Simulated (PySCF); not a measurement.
Electron correlation in I (iodine, neutral)

[Kr] 4d10 5s1 5p5 5d1, one real determinant (an excited configuration). All numbers are calculated (PySCF 2.14, the spin-free X2C one-electron Hamiltonian (Gaussian nucleus), in aug-cc-pVQZ-DK3). Frozen: [Kr] 4d10; 7 electrons correlated.

MP2 pair energies summed by pair of shells (mhartree):

```json
{"pair": "5p-5p", "energy": "-109.07", "share (%)": "66.3"}
{"pair": "5p-5d", "energy": "-38.50", "share (%)": "23.4"}
{"pair": "5s-5p", "energy": "-16.07", "share (%)": "9.8"}
{"pair": "5s-5d", "energy": "-0.89", "share (%)": "0.5"}
```

Total MP2 correlation energy: -164.53 mhartree.

Same-spin part -30.41 and opposite-spin part -134.13 mhartree; SCS-MP2 scales them by 1/3 and 6/5 to -171.09 mhartree.

The reference is one real determinant that mixes LS terms of this configuration.
